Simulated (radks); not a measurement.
Results of a calculation; reference values are marked as such.
Fractional charge and spin in the 4p shell of silver: the spin-up occupation runs from 2 to 3 and the spin-down occupation from 2 to 3; the fullest corner is Ag2+, [Ar] 3d10 4s2 4d(up 4.5, down 4.5) 4p(up 3, down 3). Level of theory: scalar-relativistic Kohn-Sham, r2SCAN, spin-polarised, spherical densities, finite nucleus; meta-GGA in the generalised Kohn-Sham scheme; Fermi nuclear charge, rms radius of each element as measured or else 0.836 A^(1/3) + 0.57 fm (a radial shooting solver on a logarithmic mesh with Libxc functionals). Energy (eV) above the fullest corner. The planes named below are the two flat planes that join the four corners, with an edge along up + down = one added electron.

down \ up,2,2.25,2.5,2.75,3
2,200.489,171.409,143.458,116.620,90.879
2.25,171.409,143.557,116.816,91.170,66.601
2.5,143.458,116.816,91.267,66.792,43.375
2.75,116.620,91.170,66.792,43.470,21.182
3,90.879,66.601,43.375,21.182,0.000

Corners above the fullest one (they belong to Ag3+ and the next ion): (up 3, down 2) 90.879 eV, (up 2, down 3) 90.879 eV, (up 2, down 2) 200.49 eV. With half an added electron in each spin the energy lies 0.387 eV from the planes, and with half an added electron in spin up alone -2.226 eV. The planes are only a guide here: the flat-plane condition holds for ground states with one frontier orbital, while this shell lies below other occupied shells, so the corners above the fullest one are inner-hole states and not the ground states of those ions.
